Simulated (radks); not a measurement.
Valence configurations of the beryllium ion Be+ (all share [He]). Calculated with a radial shooting solver on a logarithmic mesh with Libxc functionals: non-relativistic Kohn-Sham, BLYP, spin-polarised, spherical densities, point nucleus; open shells are filled with parallel spins first. Order these by energy: 2s0.5 2p0.5; 2s1; 2p1.

Answer. From the lowest, in eV above it: 2s1 0.000; 2s0.5 2p0.5 1.994; 2p1 3.970. NIST lists [He] 2s1 as the ground configuration; this level of theory agrees among the configurations tried. The energies are those of spherical high-spin densities, not of single terms.
